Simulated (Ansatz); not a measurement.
Ansatz (a program for electronic structure) input (HF/6-31G* with LANL2DZ past Ar): The .json file joins the Basis Set Exchange's 6-31G* for atoms up to Ar and LANL2DZ past it.

Ansatz 0.2 input:
```yaml
crystal:
  periodic: [false, false, false]
  atoms:
    - {symbol: Te, position_ang: [-0.00617159, -1.00163506, 0.86528875]}
    - {symbol: I, position_ang: [0.16884155, 1.31551080, -0.78747120]}
    - {symbol: N, position_ang: [-1.04779093, -2.25581845, -0.29589186]}
    - {symbol: H, position_ang: [-1.29314261, -1.84632011, -1.18779861]}
basis:
  gaussian:
    orbitals: 6-31Gs+LANL2DZ.json
hamiltonian:
  xc: {name: HF}
magnetization: {spin_polarized: true, initial_magnetization: 1}
phonons: {temperatures: {t_min: 298.15, t_max: 298.15, t_step: 100}}
```

Output:

```
Functional definition: HF
integrals: 0.00 GiB planned
457 factors; integrals over basis functions are off by at most 4.6e-4 eV
mean field: 0.07 GiB planned
mean field evaluation 1: about -2008.3339 eV, gradient 2.5e1 eV
mean field evaluation 2: about -2008.4502 eV, gradient 2.5e1 eV
mean field evaluation 4: about -2012.3972 eV, gradient 3.5e0 eV
mean field evaluation 8: about -2013.2242 eV, gradient 5.8e-1 eV
mean field evaluation 16: about -2013.2356 eV, gradient 1.5e-5 eV
mean field evaluation 32: about -2007.7144 eV, gradient 5.7e0 eV
mean field evaluation 64: about -2013.2236 eV, gradient 3.4e-1 eV
mean field evaluation 96: about -2008.7075 eV, gradient 3.3e0 eV
mean field evaluation 128: about -2010.5369 eV, gradient 7.6e0 eV
mean field evaluation 160: about -2007.2691 eV, gradient 8.8e0 eV
mean field -2013.23557448 eV, -73.9850427421 hartree, gradient 1.6e-5 eV, S^2 0.789981; 3 other end points of the search recorded, 0 dependent functions left out
the calculation of the forces begins
reference -2013.23557448 eV, -73.9850427421 hartree; 11, 10 occupied and 22, 23 virtual orbitals, 457 factors
these checks for a lower state are left out or cut short: stability, starts, cluster_reference, orbital_swaps, neighbouring_geometries, increment
integrals: 0.00 GiB planned
457 factors; integrals over basis functions are off by at most 4.6e-4 eV
mean field: 0.07 GiB planned
mean field -2013.23553017 eV, -73.9850411136 hartree, gradient 6.1e-6 eV, S^2 0.790538; 0 other end points of the search recorded, 0 dependent functions left out
the calculation of the forces begins
reference -2013.23553017 eV, -73.9850411136 hartree; 11, 10 occupied and 22, 23 virtual orbitals, 457 factors
these checks for a lower state are left out or cut short: stability, starts, cluster_reference, orbital_swaps, neighbouring_geometries, increment
integrals: 0.00 GiB planned
457 factors; integrals over basis functions are off by at most 4.6e-4 eV
mean field: 0.07 GiB planned
mean field evaluation 192: about -2013.2355 eV, gradient 5.7e-6 eV
mean field -2013.23552985 eV, -73.9850411020 hartree, gradient 5.7e-6 eV, S^2 0.789441; 0 other end points of the search recorded, 0 dependent functions left out
the calculation of the forces begins
reference -2013.23552985 eV, -73.9850411020 hartree; 11, 10 occupied and 22, 23 virtual orbitals, 457 factors
these checks for a lower state are left out or cut short: stability, starts, cluster_reference, orbital_swaps, neighbouring_geometries, increment
integrals: 0.00 GiB planned
457 factors; integrals over basis functions are off by at most 4.6e-4 eV
mean field: 0.07 GiB planned
mean field -2013.23555748 eV, -73.9850421174 hartree, gradient 7.7e-6 eV, S^2 0.789745; 0 other end points of the search recorded, 0 dependent functions left out
the calculation of the forces begins
reference -2013.23555748 eV, -73.9850421174 hartree; 11, 10 occupied and 22, 23 virtual orbitals, 457 factors
these checks for a lower state are left out or cut short: stability, starts, cluster_reference, orbital_swaps, neighbouring_geometries, increment
integrals: 0.00 GiB planned
457 factors; integrals over basis functions are off by at most 4.6e-4 eV
mean field: 0.07 GiB planned
mean field -2013.23555801 eV, -73.9850421367 hartree, gradient 6.9e-6 eV, S^2 0.790242; 0 other end points of the search recorded, 0 dependent functions left out
the calculation of the forces begins
reference -2013.23555801 eV, -73.9850421367 hartree; 11, 10 occupied and 22, 23 virtual orbitals, 457 factors
these checks for a lower state are left out or cut short: stability, starts, cluster_reference, orbital_swaps, neighbouring_geometries, increment
integrals: 0.00 GiB planned
457 factors; integrals over basis functions are off by at most 4.6e-4 eV
mean field: 0.07 GiB planned
mean field -2013.23556770 eV, -73.9850424929 hartree, gradient 4.9e-6 eV, S^2 0.789686; 0 other end points of the search recorded, 0 dependent functions left out
the calculation of the forces begins
reference -2013.23556770 eV, -73.9850424929 hartree; 11, 10 occupied and 22, 23 virtual orbitals, 457 factors
these checks for a lower state are left out or cut short: stability, starts, cluster_reference, orbital_swaps, neighbouring_geometries, increment
integrals: 0.00 GiB planned
457 factors; integrals over basis functions are off by at most 4.6e-4 eV
mean field: 0.07 GiB planned
mean field -2013.23556814 eV, -73.9850425091 hartree, gradient 5.2e-6 eV, S^2 0.790287; 0 other end points of the search recorded, 0 dependent functions left out
the calculation of the forces begins
reference -2013.23556814 eV, -73.9850425091 hartree; 11, 10 occupied and 22, 23 virtual orbitals, 457 factors
these checks for a lower state are left out or cut short: stability, starts, cluster_reference, orbital_swaps, neighbouring_geometries, increment
integrals: 0.00 GiB planned
457 factors; integrals over basis functions are off by at most 4.6e-4 eV
mean field: 0.07 GiB planned
mean field evaluation 224: about -2013.2356 eV, gradient 2.8e-6 eV
mean field -2013.23556629 eV, -73.9850424412 hartree, gradient 6.3e-6 eV, S^2 0.790396; 0 other end points of the search recorded, 0 dependent functions left out
the calculation of the forces begins
reference -2013.23556629 eV, -73.9850424412 hartree; 11, 10 occupied and 22, 23 virtual orbitals, 457 factors
these checks for a lower state are left out or cut short: stability, starts, cluster_reference, orbital_swaps, neighbouring_geometries, increment
integrals: 0.00 GiB planned
457 factors; integrals over basis functions are off by at most 4.6e-4 eV
mean field: 0.07 GiB planned
mean field -2013.23556561 eV, -73.9850424162 hartree, gradient 5.4e-6 eV, S^2 0.789584; 0 other end points of the search recorded, 0 dependent functions left out
the calculation of the forces begins
reference -2013.23556561 eV, -73.9850424162 hartree; 11, 10 occupied and 22, 23 virtual orbitals, 457 factors
these checks for a lower state are left out or cut short: stability, starts, cluster_reference, orbital_swaps, neighbouring_geometries, increment
integrals: 0.00 GiB planned
457 factors; integrals over basis functions are off by at most 4.6e-4 eV
mean field: 0.07 GiB planned
mean field -2013.23542595 eV, -73.9850372836 hartree, gradient 3.9e-6 eV, S^2 0.789794; 0 other end points of the search recorded, 0 dependent functions left out
the calculation of the forces begins
reference -2013.23542595 eV, -73.9850372836 hartree; 11, 10 occupied and 22, 23 virtual orbitals, 457 factors
these checks for a lower state are left out or cut short: stability, starts, cluster_reference, orbital_swaps, neighbouring_geometries, increment
integrals: 0.00 GiB planned
457 factors; integrals over basis functions are off by at most 4.6e-4 eV
mean field: 0.07 GiB planned
mean field -2013.23542473 eV, -73.9850372390 hartree, gradient 3.7e-6 eV, S^2 0.790176; 0 other end points of the search recorded, 0 dependent functions left out
the calculation of the forces begins
reference -2013.23542473 eV, -73.9850372390 hartree; 11, 10 occupied and 22, 23 virtual orbitals, 457 factors
these checks for a lower state are left out or cut short: stability, starts, cluster_reference, orbital_swaps, neighbouring_geometries, increment
integrals: 0.00 GiB planned
457 factors; integrals over basis functions are off by at most 4.6e-4 eV
mean field: 0.07 GiB planned
mean field -2013.23554654 eV, -73.9850417152 hartree, gradient 4.8e-6 eV, S^2 0.789867; 0 other end points of the search recorded, 0 dependent functions left out
the calculation of the forces begins
reference -2013.23554654 eV, -73.9850417152 hartree; 11, 10 occupied and 22, 23 virtual orbitals, 457 factors
these checks for a lower state are left out or cut short: stability, starts, cluster_reference, orbital_swaps, neighbouring_geometries, increment
integrals: 0.00 GiB planned
457 factors; integrals over basis functions are off by at most 4.6e-4 eV
mean field: 0.07 GiB planned
mean field evaluation 256: about -2013.2355 eV, gradient 1.8e-6 eV
mean field -2013.23554693 eV, -73.9850417298 hartree, gradient 4.7e-6 eV, S^2 0.790102; 0 other end points of the search recorded, 0 dependent functions left out
the calculation of the forces begins
reference -2013.23554693 eV, -73.9850417298 hartree; 11, 10 occupied and 22, 23 virtual orbitals, 457 factors
these checks for a lower state are left out or cut short: stability, starts, cluster_reference, orbital_swaps, neighbouring_geometries, increment
integrals: 0.00 GiB planned
457 factors; integrals over basis functions are off by at most 4.6e-4 eV
mean field: 0.07 GiB planned
mean field -2013.23545017 eV, -73.9850381739 hartree, gradient 2.8e-6 eV, S^2 0.789925; 0 other end points of the search recorded, 0 dependent functions left out
the calculation of the forces begins
reference -2013.23545017 eV, -73.9850381739 hartree; 11, 10 occupied and 22, 23 virtual orbitals, 457 factors
these checks for a lower state are left out or cut short: stability, starts, cluster_reference, orbital_swaps, neighbouring_geometries, increment
integrals: 0.00 GiB planned
457 factors; integrals over basis functions are off by at most 4.6e-4 eV
mean field: 0.07 GiB planned
mean field -2013.23545125 eV, -73.9850382133 hartree, gradient 2.7e-6 eV, S^2 0.790038; 0 other end points of the search recorded, 0 dependent functions left out
the calculation of the forces begins
reference -2013.23545125 eV, -73.9850382133 hartree; 11, 10 occupied and 22, 23 virtual orbitals, 457 factors
these checks for a lower state are left out or cut short: stability, starts, cluster_reference, orbital_swaps, neighbouring_geometries, increment
integrals: 0.00 GiB planned
457 factors; integrals over basis functions are off by at most 4.6e-4 eV
mean field: 0.07 GiB planned
mean field -2013.23555644 eV, -73.9850420792 hartree, gradient 2.7e-6 eV, S^2 0.789941; 0 other end points of the search recorded, 0 dependent functions left out
the calculation of the forces begins
reference -2013.23555644 eV, -73.9850420792 hartree; 11, 10 occupied and 22, 23 virtual orbitals, 457 factors
these checks for a lower state are left out or cut short: stability, starts, cluster_reference, orbital_swaps, neighbouring_geometries, increment
integrals: 0.00 GiB planned
457 factors; integrals over basis functions are off by at most 4.6e-4 eV
mean field: 0.07 GiB planned
mean field -2013.23555620 eV, -73.9850420702 hartree, gradient 2.7e-6 eV, S^2 0.790022; 0 other end points of the search recorded, 0 dependent functions left out
the calculation of the forces begins
reference -2013.23555620 eV, -73.9850420702 hartree; 11, 10 occupied and 22, 23 virtual orbitals, 457 factors
Total energy: -2013.23557448 eV, -73.9850427421 hartree
Atom 0 at    -0.006172    -1.001635     0.865289 Å, force    -0.000034    -0.000128     0.000039 eV/Å
Atom 1 at     0.168842     1.315511    -0.787471 Å, force     0.000022     0.000169    -0.000101 eV/Å
Atom 2 at    -1.047791    -2.255818    -0.295892 Å, force    -0.000022    -0.000145     0.000081 eV/Å
Atom 3 at    -1.293143    -1.846320    -1.187799 Å, force     0.000034     0.000105    -0.000019 eV/Å
Dipole moment:     0.001601    -0.140630     0.126845 e Å
Vibrations: 143.83 179.33 321.36 530.78 1049.63 3690.75 cm⁻¹, zero-point energy 0.366725 eV
```

The blocks after the first are displaced geometries, from whose forces the wavenumbers follow.
